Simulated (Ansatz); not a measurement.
Ansatz (a first-principles code) input:

Ansatz 0.2 input:
```yaml
crystal:
  periodic: [false, false, false]
  atoms:
    - {symbol: O, position_ang: [0.13525849, 1.35592352, -1.16132046]}
    - {symbol: Ge, position_ang: [-0.01988170, -0.14204225, 0.11177867]}
    - {symbol: O, position_ang: [-1.19479258, 0.69656597, 1.06633211]}
    - {symbol: O, position_ang: [-0.49452712, -1.45002421, -0.90522240]}
    - {symbol: O, position_ang: [1.60440503, -0.24695838, 0.68569350]}
    - {symbol: H, position_ang: [-0.20957433, 2.22101521, -0.88272076]}
    - {symbol: H, position_ang: [-1.05011430, 0.71509541, 2.02282787]}
    - {symbol: H, position_ang: [-1.44441328, -1.58974653, -1.02792182]}
    - {symbol: H, position_ang: [2.03819430, -1.10596587, 0.57851502]}
    - {symbol: H, position_ang: [0.89937130, 1.46089855, -1.75147962]}
basis:
  gaussian:
    orbitals: aug-cc-pVDZ
total_charge: 1
magnetization: {spin_polarized: false}
correlation: {method: ccsd_t, electrons: outside_noble_gas}
output: {forces: true}
```

### Question
What final total energy does it print?

### Answer
-2378.55596 Eh (CCSD(T)/aug-cc-pVDZ). The basis has 173 functions. The run takes about 17 core-minutes (a rough figure).

It need not be the lowest isomer of its formula.
